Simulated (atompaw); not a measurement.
# Before and after: PAW (atompaw) potential for N

```json
{
 "Element": "N",
 "Generator": "atompaw 4.2.0.5",
 "Type": "PAW",
 "Functional": "LDA (PW92)",
 "Relativity": "scalar-relativistic",
 "Frozen core": "[He]",
 "Valence charge": "5",
 "Reference configuration": "2s2 2p3",
 "Partial waves": "2s (bound); 2s channel at 0.15 Ry; 2p (bound); 2p channel at 0.5 Ry",
 "Local potential": "troulliermartins scheme with l = 2 at 0 Ry, radius 1.30 bohr",
 "Core correction": "smooth core density matched at 1.70 bohr",
 "Augmentation charge": "sinc compensation charge, radius 1.70 bohr; PAW radius 1.95 bohr; waves and projectors: bloechl"
}
```

All-electron outer shells of the reference configuration (LDA (PW92), scalar-relativistic, ld1.x):

```tsv
shell	level (eV)	outermost node (bohr)	outermost maximum (bohr)
1s	-381.51	–	0.15
2s	-18.42	0.32	1.02
2p	-7.24	–	0.97
```

Change: waves 2s (bound): rc 1.95 bohr; 2s channel at 0.15 Ry: rc 0.90 bohr; 2p (bound): rc 1.95 bohr; 2p channel at 0.5 Ry: rc 1.95 bohr; augmentation sinc compensation charge, radius 1.70 bohr; PAW radius 1.95 bohr; waves and projectors: custom polynom vanderbiltortho.

Cutoffs: the cutoffs (Ry, on a coarse ladder) from which the occupation-weighted sum of valence levels, in a spherical-Bessel basis at the reference potential, stays within 10 and 1 mRy of its value at 400 Ry; they do not see the model core or the augmentation charge, which bear on the density cutoff.

Task: What does the change do?

Result: The potential gets softer (45 Ry and 80 Ry → 18 Ry and 30 Ry); a bound ghost appears in s, which as a rule spoils a file.

| quantity | base | changed |
| --- | --- | --- |
| cutoff, loose | 45 Ry | 18 Ry |
| cutoff, tight | 80 Ry | 30 Ry |
| loose cutoff by channel (10 mRy a level) | s 30 Ry, p 35 Ry | s 10 Ry, p 15 Ry |
| bound ghosts | none | s |
| s: phases at 1.95 bohr within 0.05 rad from the reference energy up to (Ry; the scan ends near 5) | 3.5 | 3.4 |
| p: phases at 1.95 bohr within 0.05 rad from the reference energy up to (Ry; the scan ends near 5) | to the end of the scan | to the end of the scan |
| lowest overlap eigenvalue by channel | s 0.51, p 1.00 | s 0.73, p 0.92 |

 A true bound ghost makes a file unfit for plane-wave use even where its test errors are small: the radial tests pick states by their node count and pass the ghost by. The cutoffs see the waves, projectors and local potential, not the compensation charge or the core.
